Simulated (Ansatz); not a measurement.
C₂H₆AlNS. Total charge 0; spin multiplicity 1. The bonds changed during the relaxation, so this is another structure than the one it started from. The geometry is a stationary point of PBE0-D4/def2-TZVP. It is one conformer, not always the lowest.

```xyz
11

N     1.701   -0.540    0.300
C     0.573   -0.852   -0.551
C    -0.595    0.006   -0.272
Al   -1.431    1.602    0.502
S    -2.125   -0.286   -0.801
H     1.501   -0.778    1.262
H     2.518   -1.067    0.020
H     0.848   -0.626   -1.592
H     0.258   -1.909   -0.554
H    -1.883    1.505    2.017
H    -1.365    2.945   -0.331
```

Task: What is the dipole moment at PBE/def2-TZVPP? (Estimate.)

Result: Computed: 3.48 D, with components (1.88, -2.87, -0.56) D in this frame, pointing from negative to positive charge.

Task: And with r2SCAN, B3LYP, ωB97M-V? (Best estimate.)

Result: Ansatz gave: r2SCAN 3.53 D, B3LYP 3.37 D, ωB97M-V 3.37 D.

Task: Give the Mulliken charges with PBE, B3LYP, ωB97M-V in def2-TZVPP. (An estimate is asked.)

Result: Ansatz gave: 
| atom | PBE | B3LYP | ωB97M-V |
| --- | --- | --- | --- |
| N1 | -0.32 | -0.32 | -0.27 |
| C2 | -0.06 | -0.04 | -0.07 |
| C3 | 0.00 | -0.02 | -0.08 |
| Al4 | 0.30 | 0.39 | 0.33 |
| S5 | -0.12 | -0.14 | -0.09 |
| H6 | 0.15 | 0.13 | 0.11 |
| H7 | 0.14 | 0.13 | 0.11 |
| H8 | 0.10 | 0.10 | 0.12 |
| H9 | 0.09 | 0.09 | 0.12 |
| H10 | -0.14 | -0.16 | -0.13 |
| H11 | -0.14 | -0.16 | -0.13 |

B3LYP here is the variant with VWN-RPA as its local correlation; programs differ in this.
